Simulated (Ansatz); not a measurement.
```yaml
atoms:
  - { symbol: B, position_ang: [0.0000, 0.0000, 0.8104] }
  - { symbol: B, position_ang: [0.0000, 0.0000, -0.8104] }
  - { symbol: H, position_ang: [0.9139, 0.0000, 0.0000] }
  - { symbol: H, position_ang: [-0.9139, 0.0000, 0.0000] }
  - { symbol: H, position_ang: [0.0000, 0.9674, 1.3494] }
  - { symbol: H, position_ang: [0.0000, -0.9674, 1.3494] }
  - { symbol: H, position_ang: [0.0000, 0.9674, -1.3494] }
  - { symbol: H, position_ang: [0.0000, -0.9674, -1.3494] }
```

Basis set: 6-31G* (spherical functions). Correlated methods keep 2 orbitals frozen. Charge 0, multiplicity 1.

Computed with Ansatz (development build ahead of 0.2.0); each method stands on the lowest determinant of its kind that the runs found. Restricted open shells among the atoms or ions are ROHF, correlated in semicanonical orbitals with singles.

Question: Give the atomization energy at this shape (free ground-state atoms in the same class of orbitals less the molecule, no zero-point energy) of singlet B2H6 by RHF-MP2, RHF.

Answer:

| method | atomization energy |
| --- | --- |
| RHF-MP2 | 538.61 kcal/mol |
| RHF | 473.87 kcal/mol |

Caution: no unrestricted run beside it, a lower state can exist; the shape is not the minimum.
